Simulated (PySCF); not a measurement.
**Simulated absorption spectrum**

Compound: InCl2F.
Geometry (PBE0-D3(BJ)/def2-SVP, Å), atoms numbered from 1 in this order:
```
atom  x, y, z in Å
In1   -0.027   -0.057    0.009
Cl2    2.260    0.035    0.353
Cl3   -1.289    1.767   -0.655
F4    -0.944   -1.745    0.293
```

Method: TDDFT wB97X-D/def2-SVPD, vertical, gas phase, core orbitals frozen in the response, def2 core potentials past Kr (PySCF 2.14.0, density-fitted response routines). Spin–orbit coupling is left out.

Broadening: Gaussians 0.5 eV wide at half height, area fixed by f = 4.319×10⁻⁹ ∫ε dν̃. The width is an assumption, not a result. The curve ends short of the highest state used, and states not computed would add to its high-energy end.

```json
{"E (eV)": "4.46", "ε (L mol⁻¹ cm⁻¹)": "2"}
{"E (eV)": "4.54", "ε (L mol⁻¹ cm⁻¹)": "7"}
{"E (eV)": "4.61", "ε (L mol⁻¹ cm⁻¹)": "19"}
{"E (eV)": "4.68", "ε (L mol⁻¹ cm⁻¹)": "48"}
{"E (eV)": "4.75", "ε (L mol⁻¹ cm⁻¹)": "111"}
{"E (eV)": "4.83", "ε (L mol⁻¹ cm⁻¹)": "254"}
{"E (eV)": "4.90", "ε (L mol⁻¹ cm⁻¹)": "474"}
{"E (eV)": "4.97", "ε (L mol⁻¹ cm⁻¹)": "810"}
{"E (eV)": "5.05", "ε (L mol⁻¹ cm⁻¹)": "1343"}
{"E (eV)": "5.12", "ε (L mol⁻¹ cm⁻¹)": "1910"}
{"E (eV)": "5.19", "ε (L mol⁻¹ cm⁻¹)": "2501"}
{"E (eV)": "5.26", "ε (L mol⁻¹ cm⁻¹)": "3023"}
{"E (eV)": "5.34", "ε (L mol⁻¹ cm⁻¹)": "3410"}
{"E (eV)": "5.41", "ε (L mol⁻¹ cm⁻¹)": "3486"}
{"E (eV)": "5.48", "ε (L mol⁻¹ cm⁻¹)": "3300"}
{"E (eV)": "5.55", "ε (L mol⁻¹ cm⁻¹)": "2897"}
{"E (eV)": "5.63", "ε (L mol⁻¹ cm⁻¹)": "2298"}
{"E (eV)": "5.70", "ε (L mol⁻¹ cm⁻¹)": "1796"}
{"E (eV)": "5.77", "ε (L mol⁻¹ cm⁻¹)": "1459"}
{"E (eV)": "5.84", "ε (L mol⁻¹ cm⁻¹)": "1406"}
{"E (eV)": "5.92", "ε (L mol⁻¹ cm⁻¹)": "1803"}
{"E (eV)": "5.99", "ε (L mol⁻¹ cm⁻¹)": "2560"}
{"E (eV)": "6.06", "ε (L mol⁻¹ cm⁻¹)": "3600"}
{"E (eV)": "6.14", "ε (L mol⁻¹ cm⁻¹)": "4861"}
{"E (eV)": "6.21", "ε (L mol⁻¹ cm⁻¹)": "5721"}
{"E (eV)": "6.28", "ε (L mol⁻¹ cm⁻¹)": "6116"}
{"E (eV)": "6.35", "ε (L mol⁻¹ cm⁻¹)": "5967"}
{"E (eV)": "6.43", "ε (L mol⁻¹ cm⁻¹)": "5255"}
{"E (eV)": "6.50", "ε (L mol⁻¹ cm⁻¹)": "4386"}
{"E (eV)": "6.57", "ε (L mol⁻¹ cm⁻¹)": "3500"}
```

**Question.** Locate the maxima and give the states behind the curve.

**Answer.** 230 nm (5.39 eV), ε about 3500, made up of S1 (19%), S3 (57%) and S4 (24%); 197 nm (6.30 eV), ε about 6100, made up of S5 (94%) (ε in L mol⁻¹ cm⁻¹; maxima over ε = 5, shares over 10%). The states used: S1 5.21 eV (f 0.018); S2 5.26 eV (f 0.0000); S3 5.38 eV (f 0.037); S4 5.56 eV (f 0.021); S5 6.27 eV (f 0.108); S6 6.65 eV (f 0.025); S7 6.79 eV (f 0.0000); S8 6.91 eV (f 0.0007); S9 6.93 eV (f 0.0001); S10 7.17 eV (f 0.0095).

**Question.** On this curve, what absorbance would a 10⁻⁵ mol/L sample give at 193 nm over a 1 cm path?

**Answer.** 193 nm is 6.424 eV, where ε is about 5300 L mol⁻¹ cm⁻¹, so A = ε c l ≈ 0.053 (Beer–Lambert, with the gas-phase spectrum and the assumed width).

**Question.** Coming from long wavelengths, where does ε first pass 100 L mol⁻¹ cm⁻¹?

**Answer.** At about 261 nm (4.74 eV), 0.47 eV below S1.

**Question.** What would ε be at 6.30 eV, the highest of these maxima, with half the width (0.25 eV)?

**Answer.** About 11300 L mol⁻¹ cm⁻¹ against 6130, a factor of about 1.8; a lone state at its own centre would give exactly 2.

The vertical ionisation energy (ΔSCF) is 12.22 eV, 5.05 eV above S10.
